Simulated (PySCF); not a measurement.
Telling isomers of C11H16 apart by NMR

Computational details: J couplings at B3LYP/pcJ-1 (spin–dipole term left out of most H,H and C,H couplings), PBE0-D3(BJ)/def2-SVP geometry, GIAO PBE0/pcSseg-1 shieldings, in PySCF (one conformer, relativity neglected, one averaged value for each set of equivalent atoms, no solvent model).

Chemical shifts δ = σref − σ; $^{1}$H and $^{13}$C against TMS, all at this level. Multiplet labels drop J under 1 Hz and among equivalent protons, and merge close values. Unscaled 3J(H,H) run several per cent high. Shifts are as computed. Against solution values, carbons near 30 ppm lie about +2 ppm off and those near 130 ppm about +5 ppm (rms about the fit 1.9 ppm; single classes can miss by 10 ppm). Of 1328 compounds with measured shifts, 309 miss one by over three times the rms of a fit or turn the order of signals round; such compounds aren't used in these exercises. Signals without a measured value on file couldn't be tested in this way; 1H shifts scatter by 0.2 ppm about their fit, and single ones miss by 0.5 ppm. Across acyclic CH2–CH2 and CH–CH2 bonds, 3J(H,H) assumes equally populated rotamers.

(1) Tabulate the signals of `Cc1ccc(C(C)(C)C)cc1`, `CCCc1ccccc1CC` and their relative energies.

(2) What is the quickest way to tell Cc1ccc(C(C)(C)C)cc1 from CCCc1ccccc1CC?

Results:

(1) 
| SMILES | carbon types | δC | δH | E rel. (kcal/mol) |
| --- | --- | --- | --- | --- |
| Cc1ccc(C(C)(C)C)cc1 | 3×C 4×CH 4×CH3 | 153.0, 139.9, 134.0, 130.9, 34.7, 33.0, 22.8 | 7.39 (d, 2H), 7.25 (d, 2H), 2.36 (s, 3H), 1.25 (s, 9H) | 0.0 |
| CCCc1ccccc1CC | 2×C 4×CH 3×CH2 2×CH3 | 147.5, 146.1, 135.3, 135.1, 132.1, 132.0, 38.7, 30.1, 29.7, 19.3, 17.0 | 7.26 (m, 1H), 7.26 (m, 1H), 7.22 (m, 1H), 7.22 (m, 1H), 2.51 (q, 2H), 2.39 (t, 2H), 1.36 (sext, 2H), 1.14 (t, 3H), 1.09 (t, 3H) | 0.5 |

Energies are electronic energies at PBE0/pcSseg-1 on these geometries, without zero-point or thermal terms, each for the one conformer computed, which needn't be the lowest.

(2) Count the carbon signals: 7 against 11. The first has a quaternary sp3 carbon on an aromatic ring (C) at 34.7 ppm, the second an sp3 CH2 on an aromatic ring at 38.7 ppm. Their most deshielded carbons lie at 153.0 and 147.5 ppm.
